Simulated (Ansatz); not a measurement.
The cluster CuO2⁻, relaxed as a singlet with RKS r2SCAN-D4/def2-TZVPD in Ansatz, starting from the GFN1-xTB geometry. Force threshold 0.02 eV/Å.

The structure holds 1 bond(s) between oxygen atoms. The restricted singlet is unstable towards broken spin symmetry at other levels; at r2SCAN-D4/def2-TZVPD this wasn't settled. The highest occupied level of the charge -1 singlet lies above zero (up to 1.32 eV). The electron is either unbound and held by the finite basis, or the level is raised by self-interaction error. Another isomer (triplet) lies 1.92 eV lower at PBE0-D4/def2-TZVPD; other spin states weren't run for this one.

Start:

```xyz
3

Cu   -0.592   -0.016   -0.987
O     0.406    0.766    0.416
O     0.186   -0.750    0.571
```

(1) Estimate the energy that the relaxation releases and the steps that it takes.

(2) Does the start keep its bonding and symmetry?

(3) Predict the relaxed structure.

Answers

(1) 15.8 kcal/mol, in 12 steps; 18 s on 4 threads of Arm Neoverse V1 on a shared host. No frequencies were taken in this run, so the end may be a saddle point.

(2) Bonds lost: Cu1–O2 (atoms count from 1). Point group C2v at the start, Cs at the end, both within 0.05 Å.

(3) 
```xyz
3

Cu   -0.781   -0.290   -1.209
O     0.661    0.710    0.862
O     0.121   -0.420    0.347
```
Bond lengths: 1 × Cu–O 1.80 Å; 1 × O–O 1.35 Å.
